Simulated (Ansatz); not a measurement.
`N[SiH](F)P`, relaxed with RKS PBE-D4/def2-SVP in the Gaussian-basis code of Ansatz from a rough embedded geometry. The force threshold is 0.03 eV/Å; the program also tests the step.

The species carries charge 0 and has multiplicity 1.

Start:

```xyz
9

N     1.058   -0.900   -0.777
Si    0.567    0.354    0.144
F     1.454    0.290    1.462
P    -1.468   -0.002    0.640
H     1.214   -1.750   -0.174
H     0.279   -1.230   -1.424
H     0.739    1.636   -0.617
H    -1.732    1.165    1.347
H    -2.111    0.437   -0.601
```

```json
{"step": "1", "energy (eV)": "-21434.8385", "largest force (eV/Å)": "3.485", "largest move (Å)": "0.000"}
{"step": "2", "energy (eV)": "-21435.3643", "largest force (eV/Å)": "1.628", "largest move (Å)": "0.194"}
{"step": "3", "energy (eV)": "-21435.4920", "largest force (eV/Å)": "0.432", "largest move (Å)": "0.118"}
{"step": "4", "energy (eV)": "-21435.5150", "largest force (eV/Å)": "0.220", "largest move (Å)": "0.092"}
{"step": "5", "energy (eV)": "-21435.5510", "largest force (eV/Å)": "0.451", "largest move (Å)": "0.200"}
{"step": "6", "energy (eV)": "-21435.5853", "largest force (eV/Å)": "0.228", "largest move (Å)": "0.200"}
{"step": "7", "energy (eV)": "-21435.6114", "largest force (eV/Å)": "0.178", "largest move (Å)": "0.200"}
{"step": "8", "energy (eV)": "-21435.6172", "largest force (eV/Å)": "0.553", "largest move (Å)": "0.136"}
{"step": "9", "energy (eV)": "-21435.6473", "largest force (eV/Å)": "0.365", "largest move (Å)": "0.123"}
{"step": "10", "energy (eV)": "-21435.6628", "largest force (eV/Å)": "0.304", "largest move (Å)": "0.117"}
{"step": "11", "energy (eV)": "-21435.6739", "largest force (eV/Å)": "0.548", "largest move (Å)": "0.200"}
{"step": "12 (rejected)", "energy (eV)": "-21435.6640", "largest force (eV/Å)": "0.616", "largest move (Å)": "0.200"}
{"step": "13", "energy (eV)": "-21435.6941", "largest force (eV/Å)": "0.103", "largest move (Å)": "0.098"}
{"step": "14 (rejected)", "energy (eV)": "-21435.6936", "largest force (eV/Å)": "0.120", "largest move (Å)": "0.048"}
{"step": "15", "energy (eV)": "-21435.6963", "largest force (eV/Å)": "0.091", "largest move (Å)": "0.024"}
{"step": "16", "energy (eV)": "-21435.6970", "largest force (eV/Å)": "0.043", "largest move (Å)": "0.037"}
{"step": "17", "energy (eV)": "-21435.6971", "largest force (eV/Å)": "0.012", "largest move (Å)": "0.011"}
```

End:

```xyz
9

N     0.837   -1.082   -0.830
Si    0.434    0.336    0.060
F     1.394    0.623    1.372
P    -1.639   -0.021    0.900
H     0.661   -2.010   -0.439
H     1.632   -1.091   -1.473
H     0.634    1.506   -0.857
H    -1.677    1.259    1.558
H    -2.276    0.479   -0.292
```

Hardware: 2 threads of an Arm Neoverse N1 on a shared host. Wall time 47 s, peak host memory 0.15 GiB.
